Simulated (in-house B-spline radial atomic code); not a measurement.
Radial electron density of Ho IV (Ho3+), [Xe] 4f10. Level of theory: Dirac-Kohn-Sham B3LYP, spherical fractional occupations, Fermi nucleus of rms radius 5.2022 fm; calculated with a B-spline radial code for spherical atoms.

Caution: exact exchange at fractional occupations of open shells leaves self-interaction of up to several eV.

Columns: r (bohr), 4πr²n(r) (electrons per bohr), bar.

```
0.000685    2.728 #
0.000844    3.847 #
 0.00104    5.399 ##
 0.00128    7.514 ###
 0.00157    10.32 ####
 0.00194    14.21 #####
 0.00238    19.14 #######
 0.00293    25.56 #########
 0.00361    33.58 ############
 0.00445    43.23 ################
 0.00547    54.07 ####################
 0.00674    65.73 ########################
 0.00829    76.86 ############################
  0.0102    86.02 ################################
  0.0126     91.6 ##################################
  0.0155    92.29 ##################################
   0.019    88.81 #################################
  0.0234    83.72 ###############################
  0.0289    81.82 ##############################
  0.0355    87.43 ################################
  0.0437    100.6 #####################################
  0.0538    114.8 ##########################################
  0.0662    119.4 ############################################
  0.0815    109.9 ########################################
     0.1    95.34 ###################################
   0.124    91.61 ##################################
   0.152    101.8 #####################################
   0.187    106.3 #######################################
    0.23    87.75 ################################
   0.284    58.64 ######################
   0.349    47.75 ##################
    0.43    54.72 ####################
   0.529    55.63 #####################
   0.651    41.75 ###############
   0.802     25.6 #########
   0.987    16.61 ######
    1.21    12.28 #####
     1.5     8.08 ###
    1.84    4.163 ##
    2.27    1.492 #
    2.79   0.3692 
    3.43  0.05823 
    4.23 0.005096 
     5.2 0.000251
```

On this grid the curve has 4 maxima, near 0.0155, 0.0662, 0.187, 0.529 bohr.

The 5p3/2 radial function P(r) = rR(r), positive near the nucleus, with its small component Q(r) (sign convention: Q ≈ (P' + κP/r)/2c):

```tsv
r (bohr)	P	Q
0.00128	0.001144	-0.0001396
0.00194	0.002506	-0.0003099
0.00293	0.005391	-0.0006716
0.00445	0.01151	-0.001442
0.00674	0.02381	-0.003001
0.0102	0.0472	-0.006006
0.0155	0.08827	-0.01143
0.0234	0.1477	-0.01979
0.0355	0.2096	-0.03021
0.0538	0.2137	-0.03718
0.0815	0.07099	-0.03086
0.124	-0.2067	-0.006391
0.187	-0.3066	0.01804
0.284	0.08415	0.01515
0.43	0.4829	-0.007058
0.651	0.05763	-0.01163
0.987	-0.7527	0.0003088
1.5	-0.9033	0.005972
2.27	-0.4484	0.003374
3.43	-0.09241	0.0007008
5.2	-0.00533	4.021e-05
```
